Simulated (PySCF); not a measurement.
# Identify the compound

An unknown has the formula CH$_{8}$Cl$_{3}$PSi$_{3}$. Its calculated NMR data are:

1H NMR (600 MHz, computed): δ 4.78 (m, 1H), 4.75 (m, 1H), 4.18 (m, 1H), 3.72 (m, 3H), 1.46 (m, 2H).

13C{1H} NMR (computed): δ 115.0 (C).

How the numbers were obtained: GFN2-xTB geometry, σ from GIAO-PBE0/pcSseg-1, in PySCF 2.14 (isolated molecule, no relativistic terms, single conformer, averaged over atoms made equivalent by symmetry, fast rotation or ring inversion).

Chemical shifts δ = σref − σ; 1H and 13C vs TMS, all at this level.

What is the structure?

Answers


Carbon types of the structure: 1 × C, leaving 8 H on heteroatoms. δC 115.0: fully substituted sp3 carbon bonded to 3 Cl and Si; 3 electronegative neighbours deshield it. δH 4.78, 4.75: hydrogen on a silicon bonded to C, Si. δH 4.18: hydrogen on a silicon bonded to P, 2 Si. δH 3.72: hydrogen on a silicon bonded to Si. δH 1.46: hydrogen on a phosphorus bonded to Si.

Structure: `[SiH3][Si@H](P)[SiH2]C(Cl)(Cl)Cl`.

The shifts were computed for this structure.

Carbons that carry Cl, above all several Cl atoms, come out too deshielded, partly because spin–orbit coupling is missing. Splittings by 31P in the carbon and heteronuclear signals aren't shown, as no couplings were computed. Shifts are as computed. Against solution values, carbons near 30 ppm lie about +3 ppm off and those near 130 ppm about +5 ppm; carbons on Cl a further +6 ppm. Of 1211 compounds with measured shifts, 218 miss one by over three times the rms of a fit or turn the order of signals round; such compounds aren't used in these exercises. Multiplicities follow the n + 1 count of equivalent neighbours, as no J values were calculated; m marks all less simple cases, F and P coupling included.
